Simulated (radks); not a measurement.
Problem. All-electron atom: Zr4+ in [Kr] (the NIST ground configuration). All-electron calculation, Dirac Kohn-Sham, PBE, spin-unpolarised, spherical densities, finite nucleus; Fermi nuclear charge, rms radius 4.2694 fm. Program: a radial shooting solver on a logarithmic mesh with Libxc functionals. Some entries of the table are withheld. Estimate them.

| orbital | occ. | eigenvalue (Ry) | <1/r> (bohr^-1) |
|---|---|---|---|
| 1s1/2 | 2 | -1312.665 | 41.26 |
| 2s1/2 | 2 | (1) | 9.341 |
| 2p1/2 | 2 | -169.2434 | 9.315 |
| 2p3/2 | 4 | -162.9333 | 8.912 |
| 3s1/2 | 2 | (2) | 3.162 |
| 3p1/2 | 2 | -27.16818 | 3.057 |
| 3p3/2 | 4 | -26.16254 | 2.960 |
| 3d3/2 | 4 | -16.09422 | (3) |
| 3d5/2 | 6 | -15.91032 | (4) |
| 4s1/2 | 2 | (5) | 1.141 |
| 4p1/2 | 2 | (6) | 1.032 |
| 4p3/2 | 4 | (7) | 1.007 |

Solution. 
(1) 2s1/2 eigenvalue (Ry): -184.5937
(2) 3s1/2 eigenvalue (Ry): -32.88187
(3) 3d3/2 <1/r> (bohr^-1): 2.757
(4) 3d5/2 <1/r> (bohr^-1): 2.732
(5) 4s1/2 eigenvalue (Ry): -7.02251
(6) 4p1/2 eigenvalue (Ry): -5.44549
(7) 4p3/2 eigenvalue (Ry): -5.30420
